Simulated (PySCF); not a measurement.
FH₂NPb, neutral, multiplicity 1. Atoms are numbered in the order given.

```xyz
5

Pb     0.2606     0.0797     0.0000
F     -1.5207     1.1446     0.0000
N     -0.7853    -1.7650     0.0000
H     -1.7961    -1.7888     0.0000
H     -0.3882    -2.6935     0.0000
```
Charge 0, spin multiplicity 1.

The structure is a stationary point at B3LYP-D3(BJ)/def2-TZVP. The def2 effective core potentials stand for the cores of Pb; spin–orbit coupling is left out. One conformer was computed; it need not be the lowest.

Computed with PySCF with M06-2X/def2-TZVPD.

Symmetry labels are those of the subgroup Cs that the program uses (full group Cs).

Computed valence orbital energies around the gap with their symmetry:
```csv
orbital,symmetry,energy (eV)
HOMO−7,A',-24.34
HOMO−6,A',-15.71
HOMO−5,A',-14.55
HOMO−4,A',-11.87
HOMO−3,A",-11.65
HOMO−2,A',-11.45
HOMO−1,A',-9.48
HOMO,A",-8.46
LUMO,A",-1.33
LUMO+1,A',-0.13
LUMO+2,A',0.39
LUMO+3,A',0.50
```
